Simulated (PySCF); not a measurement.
# Neon: a sound run and one with changed settings

Sound run: Ne⁺ [He] 2s2 2p5, Ne²⁺ [He] 2s2 2p4. All numbers are calculated (PySCF 2.14, no relativity, point nucleus, in def2-TZVP (5s3p2d1f, 31 functions)). In the sound run the correlated levels freeze 1s2. The sound run starts from symmetry-adapted Hartree-Fock orbitals and uses a fine grid where one is needed.

A second run was set up differently.

```json
{"species": "Ne⁺", "method": "MP2", "sound run (hartree)": "-128.01175", "changed run (hartree)": "-127.93871", "converged": "yes"}
{"species": "Ne⁺", "method": "CCSD(T)", "sound run (hartree)": "-128.02629", "changed run (hartree)": "-127.94554", "converged": "yes"}
{"species": "Ne²⁺", "method": "MP2", "sound run (hartree)": "-126.51509", "changed run (hartree)": "-126.44097", "converged": "yes"}
{"species": "Ne²⁺", "method": "CCSD(T)", "sound run (hartree)": "-126.53117", "changed run (hartree)": "-126.44705", "converged": "yes"}
```

Ionisation energy of Ne⁺:

```json
{"method": "UHF", "sound run (eV)": "39.285", "changed run (eV)": "39.285"}
{"method": "MP2", "sound run (eV)": "40.726", "changed run (eV)": "40.756"}
{"method": "SCS-MP2", "sound run (eV)": "40.713", "changed run (eV)": "40.819"}
{"method": "CCSD", "sound run (eV)": "40.661", "changed run (eV)": "40.753"}
{"method": "CCSD(T)", "sound run (eV)": "40.684", "changed run (eV)": "40.776"}
```

Q: What was changed?
A. minimal basis
B. basis contracted for another Hamiltonian
C. all electrons correlated in a valence basis
D. a valence shell is frozen

A: D. Freezing a valence shell removes pair correlation that changes on ionisation.
